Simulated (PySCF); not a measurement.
SrF, SMILES [F][Sr+], charge +1.

Geometry: B3LYP-D3(BJ)/def2-TZVPD. The multiplicity is an assumed one; other spin states were not compared. The def2 effective core potentials stand for the cores of Sr; spin–orbit coupling is left out.

These are B3LYP-D3(BJ)/def2-TZVPD (PySCF) values and carry that method's errors.

Frequencies are harmonic and unscaled.

| mode | ν (cm⁻¹) | IR (km/mol) | Raman (Å⁴/amu) | depolarisation | moving atoms (share of kinetic energy) |
|---|---|---|---|---|---|
| 1 | 573 | 132.0 | 4.9 | 0.08 | F 82 %, Sr 18 % |
